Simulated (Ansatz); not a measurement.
Gas-phase electronic energies from Ansatz, PBE0-D4/def2-TZVP geometries. CBS: MP2 limit from def2 TZ/QZ plus the TZ coupled-cluster correction, frozen cores. Functionals use def2-TZVPP. One conformer a species, not always the lowest.

`O=COC(F)[SiH3]` → `O=C[SiH](O)CF`  (isomerisation)

`O=COC(F)[SiH3]`:

Cartesian coordinates in Å:
```
O -1.896 0.962 -1.659
C -0.728 0.850 -1.853
O 0.196 0.477 -0.939
C -0.265 0.249 0.375
F -0.238 1.448 1.051
Si 0.907 -1.002 1.220
H -0.221 1.021 -2.812
H -1.311 -0.072 0.337
H 0.450 -1.182 2.619
H 2.288 -0.465 1.180
H 0.818 -2.285 0.480
```

`O=C[SiH](O)CF`:

Z-matrix (Å, degrees):
```
Si
C 1 1.923
C 1 1.890 2 109.8
O 1 1.637 2 104.0 3 -118.6
H 1 1.485 2 110.4 3 120.4
O 2 1.211 1 116.9 3 117.8
H 2 1.112 1 123.8 3 -61.7
F 3 1.394 1 108.2 2 64.3
H 3 1.095 1 111.8 2 -55.1
H 3 1.095 1 112.0 2 -176.2
H 4 0.965 1 112.4 2 -0.2
```

| level | ΔE (kJ/mol) |
| --- | --- |
| r2SCAN | -91.8 |
| MP2/CBS(def2) | -114.2 |

(1) What does CCSD(T)/CBS give? (An estimate is asked.)

Largest T1 diagnostic among the species: 0.015.

## Answers

(1) Computed: -109.0 kJ/mol. The listed levels differ from it by 17.2, -5.2 kJ/mol.

From PBE to PBE0 (25 % exact exchange), in def2-TZVPP and without D4, ΔE moves by −5.3 kJ/mol.
